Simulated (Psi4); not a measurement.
Intermolecular potential of H4Ge ··· O2S (SMILES [GeH4] and O=S=O), singlet. Monomers: optimised at B3LYP-D3(BJ) (def2-TZVP), held rigid. Orientation: lowest of the rigid-body minima from ten starts at GFN2-xTB. R is the distance of the centres of mass, along which the second monomer moves.

Computed with: PBE/def2-TZVP, counterpoise-corrected (Psi4); PBE-D3(BJ)/def2-TZVP, counterpoise-corrected (Psi4); SAPT0/jun-cc-pVDZ, frozen core (Psi4).

Interaction energies in kJ/mol; the last columns give the difference from SAPT0:

```
R / Å  PBE/def2-TZVP  PBE-D3(BJ)/def2-TZVP  SAPT0/jun-cc-pVDZ  PBE/def2-TZVP − SAPT0/jun-cc-pVDZ  PBE-D3(BJ)/def2-TZVP − SAPT0/jun-cc-pVDZ
-----  -------------  --------------------  -----------------  ---------------------------------  ----------------------------------------
2.40          172.59                162.88             181.92                              -9.33                                    -19.04
2.57          102.97                 93.50             110.35                              -7.38                                    -16.85
2.81           47.84                 38.97              51.32                              -3.49                                    -12.35
3.00           24.95                 16.69              25.87                              -0.92                                     -9.18
3.23           10.36                  2.93               9.39                               0.97                                     -6.46
3.43            4.05                 -2.59               2.39                               1.66                                     -4.98
3.73           -0.02                 -5.42              -1.71                               1.69                                     -3.70
3.98           -1.11                 -5.49              -2.47                               1.37                                     -3.02
4.49           -1.16                 -3.83              -1.94                               0.78                                     -1.89
5.16           -0.50                 -1.81              -0.98                               0.48                                     -0.82
6.20           -0.07                 -0.52              -0.34                               0.26                                     -0.18
7.48           -0.01                 -0.15              -0.11                               0.10                                     -0.04
```

PBE/def2-TZVP is furthest from SAPT0/jun-cc-pVDZ at 2.40 (-9.33 kJ/mol, below); its mean absolute difference over the points is 2.37 kJ/mol.

PBE-D3(BJ)/def2-TZVP is furthest from SAPT0/jun-cc-pVDZ at 2.40 (-19.04 kJ/mol, below); its mean absolute difference over the points is 6.54 kJ/mol.
